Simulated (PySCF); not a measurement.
C2HF2O2, doublet, geometry from GFN2-xTB; PySCF with TPSS/6-31G.

PySCF was given this input:
```python
from pyscf import gto, scf, dft

mol = gto.M(
    atom='''
O     1.00908423    1.50155229    0.03543537
C     0.71160733    0.32632795    0.04060336
O     1.60255857   -0.67830943    0.12156161
C    -0.63484075   -0.16142983   -0.03898753
F    -1.68096637    0.62644498   -0.12569638
F    -0.96947956   -1.43320129   -0.03424534
H     2.50027146   -0.31452482    0.17380460
''',
    basis='6-31g',
    spin=1,
    verbose=4,
)

mf = dft.ROKS(mol)
mf.xc = 'tpss'
mf.kernel()
mf.analyze()
```

The log (banner, timings and long lists left out):

```
PySCF version 2.14.0

[INPUT] verbose = 4
[INPUT] num. atoms = 7
[INPUT] num. electrons = 47
[INPUT] charge = 0
[INPUT] spin (= nelec alpha-beta = 2S) = 1
[INPUT] symmetry False subgroup None
[INPUT] Mole.unit = angstrom
[INPUT] Symbol           X                Y                Z      unit          X                Y                Z       unit  Magmom
[INPUT]  1 O      1.009084230000   1.501552290000   0.035435370000 AA    1.906892831318   2.837522589813   0.066963144423 Bohr   0.0
[INPUT]  2 C      0.711607330000   0.326327950000   0.040603360000 AA    1.344742961933   0.616670452291   0.076729230137 Bohr   0.0
[INPUT]  3 O      1.602558570000  -0.678309430000   0.121561610000 AA    3.028396795875  -1.281819050410   0.229718150161 Bohr   0.0
[INPUT]  4 C     -0.634840750000  -0.161429830000  -0.038987530000 AA   -1.199675150213  -0.305058167035  -0.073675753973 Bohr   0.0
[INPUT]  5 F     -1.680966370000   0.626444980000  -0.125696380000 AA   -3.176566063904   1.183809444309  -0.237531733049 Bohr   0.0
[INPUT]  6 F     -0.969479560000  -1.433201290000  -0.034245340000 AA   -1.832050851764  -2.708357919473  -0.064714313643 Bohr   0.0
[INPUT]  7 H      2.500271460000  -0.314524820000   0.173804600000 AA    4.724828296466  -0.594365769178   0.328443093190 Bohr   0.0

nuclear repulsion = 237.109998613144
number of shells = 32
number of NR pGTOs = 136
number of NR cGTOs = 56
basis = 6-31g
ecp = {}

******** <class 'pyscf.dft.roks.ROKS'> ********
method = ROKS
initial guess = minao
damping factor = 0
level_shift factor = 0
DIIS = <class 'pyscf.scf.diis.CDIIS'>
diis_start_cycle = 1
diis_space = 8
diis_damp = 0
SCF conv_tol = 1e-09
SCF conv_tol_grad = None
SCF max_cycles = 50
direct_scf = True
direct_scf_tol = 1e-13
num. doubly occ = 23  num. singly occ = 1
XC library pyscf.dft.libxc version 7.1.2
    S. Lehtola, C. Steigemann, M. J. T. Oliveira, and M. A. L. Marques,  SoftwareX 7, 1–5 (2018)
XC functionals = tpss
    J. Tao, J. P. Perdew, V. N. Staroverov, and G. E. Scuseria,  Phys. Rev. Lett. 91, 146401 (2003)
    J. P. Perdew, J. Tao, V. N. Staroverov, and G. E. Scuseria,  J. Chem. Phys. 120, 6898 (2004)
    J. Tao, J. P. Perdew, V. N. Staroverov, and G. E. Scuseria,  Phys. Rev. Lett. 91, 146401 (2003)
    J. P. Perdew, J. Tao, V. N. Staroverov, and G. E. Scuseria,  J. Chem. Phys. 120, 6898 (2004)
radial grids:
    Treutler-Ahlrichs [JCP 102, 346 (1995); DOI:10.1063/1.469408] (M4) radial grids

becke partition: Becke, JCP 88, 2547 (1988); DOI:10.1063/1.454033
pruning grids: <function nwchem_prune>
grids dens level: 3
symmetrized grids: False
atomic radii adjust function: <function treutler_atomic_radii_adjust>
small_rho_cutoff = 0
Set gradient conv threshold to 3.16228e-05
tot grids = 94736
init E= -427.879661965765
  HOMO = -0.180279795111694  LUMO = 0.00988085706334596  gap/eV = 5.17453
cycle= 1 E= -426.472235265409  delta_E= 1.41  |g|= 1.22  |ddm|= 2.15
  HOMO = -0.0729569892447945  LUMO = -0.00734380673122992  gap/eV = 1.78543
cycle= 2 E= -423.767124478916  delta_E= 2.71  |g|= 3.26  |ddm|=  3.6

WARN: HOMO 0.038092731546695 >= LUMO -0.139937365153176

cycle= 3 E= -426.290997248747  delta_E= -2.52  |g|= 0.97  |ddm|= 4.87
  HOMO = -0.203304650367869  LUMO = -0.00315431765987917  gap/eV = 5.44637
cycle= 4 E= -426.795264604313  delta_E= -0.504  |g|= 0.137  |ddm|= 3.78
  HOMO = -0.167587363614154  LUMO = 0.0112547612817502  gap/eV = 4.86654
cycle= 5 E= -426.792224914182  delta_E= 0.00304  |g|= 0.211  |ddm|= 0.277
  HOMO = -0.18017449788443  LUMO = 0.00658622333779002  gap/eV = 5.08202
cycle= 6 E= -426.800840938621  delta_E= -0.00862  |g|= 0.0497  |ddm|= 0.138
  HOMO = -0.178656343433313  LUMO = 0.00426170988014141  gap/eV = 4.97745
cycle= 7 E= -426.80135001302  delta_E= -0.000509  |g|= 0.0235  |ddm|= 0.0451
  HOMO = -0.174590352054914  LUMO = 0.00700919522667043  gap/eV = 4.94158
cycle= 8 E= -426.801525712511  delta_E= -0.000176  |g|= 0.00844  |ddm|= 0.0216
  HOMO = -0.173606038646031  LUMO = 0.00830041412084581  gap/eV = 4.94993
cycle= 9 E= -426.801543223648  delta_E= -1.75e-05  |g|= 0.00443  |ddm|= 0.00982
  HOMO = -0.173345378121083  LUMO = 0.00820841800439398  gap/eV = 4.94033
cycle= 10 E= -426.801547850678  delta_E= -4.63e-06  |g|= 0.00101  |ddm|= 0.00446
  HOMO = -0.173351035729266  LUMO = 0.00821167686119928  gap/eV = 4.94057
cycle= 11 E= -426.801548004773  delta_E= -1.54e-07  |g|= 0.000576  |ddm|= 0.000889
  HOMO = -0.173398869580427  LUMO = 0.00822850154985133  gap/eV = 4.94233
cycle= 12 E= -426.801548093932  delta_E= -8.92e-08  |g|= 5.32e-05  |ddm|= 0.000473
  HOMO = -0.173401871546429  LUMO = 0.00822385766539213  gap/eV = 4.94229
cycle= 13 E= -426.801548094788  delta_E= -8.56e-10  |g|= 1.51e-05  |ddm|= 6.51e-05
  HOMO = -0.173404443003225  LUMO = 0.00822514229831395  gap/eV = 4.94239
Extra cycle  E= -426.801548094538  delta_E= 2.5e-10  |g|= 3.58e-05  |ddm|= 3.91e-05
converged SCF energy = -426.801548094538
**** SCF Summaries ****
Total Energy =                        -426.801548094538134
Nuclear Repulsion Energy =             237.109998613144057
One-electron Energy =                -1058.468318297889709
Two-electron Energy =                  394.556771590207575
Two-electron Coulomb Energy =          443.938978318269733
DFT Exchange-Correlation Energy =      -49.382206728062158
HOMO-LUMO gap [eV] =                     4.942392758292691
**** MO energy ****
                Roothaan           | alpha              | beta
MO #1   energy= -24.4992508272426  | -24.5009576092141  | -24.4975440452712  occ= 2
MO #2   energy= -24.4968988719464  | -24.4986165118754  | -24.4951812320173  occ= 2
MO #3   energy= -18.9700432598725  | -18.9705262333199  | -18.969560286425   occ= 2
MO #4   energy= -18.9191416417273  | -18.9209989295728  | -18.9172843538819  occ= 2
MO #5   energy= -10.1944598941009  | -10.1998097458967  | -10.1891100423051  occ= 2
MO #6   energy= -10.1621446296066  | -10.1625371488506  | -10.1617521103626  occ= 2
MO #7   energy= -1.25540113620633  | -1.25950926473067  | -1.25129300768198  occ= 2
MO #8   energy= -1.19436914996647  | -1.19751841145462  | -1.19121988847832  occ= 2
MO #9   energy= -1.07957945145195  | -1.0812419493157   | -1.07791695358819  occ= 2
MO #10  energy= -0.991221859623342 | -0.993776101093044 | -0.988667618153643 occ= 2
MO #11  energy= -0.72657176750002  | -0.733991810275262 | -0.719151724724777 occ= 2
MO #12  energy= -0.608947553785519 | -0.612468126152831 | -0.605426981418204 occ= 2
MO #13  energy= -0.556630180156754 | -0.558932539402227 | -0.554327820911285 occ= 2
MO #14  energy= -0.529770904896736 | -0.531783366719633 | -0.527758443073838 occ= 2
MO #15  energy= -0.501303288760709 | -0.515409495804038 | -0.487197321095496 occ= 2
MO #16  energy= -0.438776417447783 | -0.440820742183384 | -0.436732092712181 occ= 2
MO #17  energy= -0.420701229606631 | -0.425947373391645 | -0.415455080083544 occ= 2
MO #18  energy= -0.419021575620008 | -0.420228869413495 | -0.417814281826521 occ= 2
MO #19  energy= -0.410094337867333 | -0.418260115495516 | -0.401928559686668 occ= 2
MO #20  energy= -0.393063944304087 | -0.394377536164054 | -0.391750352444122 occ= 2
MO #21  energy= -0.363367381995036 | -0.365147914278635 | -0.36158684971144  occ= 2
MO #22  energy= -0.295976406886168 | -0.302022072946916 | -0.289930733413486 occ= 2
MO #23  energy= -0.259276463600906 | -0.261368875544021 | -0.257184051657792 occ= 2
MO #24  energy= -0.173404443003225 | -0.201592074492244 | -0.14521604750351  occ= 1
MO #25  energy= 0.00822514229831395 | -0.00548335833902115 | 0.0219330859440722 occ= 0
MO #26  energy= 0.0310320734443286 | 0.0285384840342128 | 0.033525662854447  occ= 0
MO #27  energy= 0.0744884983257466 | 0.0618509017723174 | 0.087126094879173  occ= 0
MO #28  energy= 0.107584039950711  | 0.102394028717915  | 0.112774051183505  occ= 0
MO #29  energy= 0.193064263177699  | 0.190664645614446  | 0.195463880740952  occ= 0
MO #30  energy= 0.325923355906516  | 0.320744653493857  | 0.331102058319161  occ= 0
MO #31  energy= 0.385266707774622  | 0.38165338522236   | 0.388880030326886  occ= 0
MO #32  energy= 0.463591560986154  | 0.449336849842199  | 0.477846267417789  occ= 0
 ** Mulliken pop on meta-lowdin orthogonal AOs  **
 ** Mulliken pop  **
 ** Mulliken atomic charges  **
charge of    0O =     -0.39071
charge of    1C =      0.35452
charge of    2O =     -0.40800
charge of    3C =      0.40192
charge of    4F =     -0.14789
charge of    5F =     -0.15155
charge of    6H =      0.34171
Dipole moment(X, Y, Z, Debye):  1.04888, -1.10367,  0.09364
```
